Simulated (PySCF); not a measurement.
**Correlation energy of Sc³⁺ (scandium, charge +3)**

[Ar], closed-shell 1S. Calculation: PySCF 2.14, in x2c-TZVPPall with one added diffuse shell each of s, p, d, f type (7s6p5d3f1g, 80 functions); scalar relativity by spin-free X2C-1e. Frozen: [Ne]; 8 electrons correlated.

```tsv
level	correlation energy (mhartree)
CCSD	-194.01
(T)	-2.67
CCSD(T)	-196.68
```

Diagnostics: T1 = 0.00056, D1 = 0.0013, largest double amplitude 0.040.

Q: Is a single reference adequate?

A: Yes: T1 lies below 0.03 and no double amplitude reaches 0.07.

This basis was not built for core-valence correlation, so the inner-shell part is incomplete.
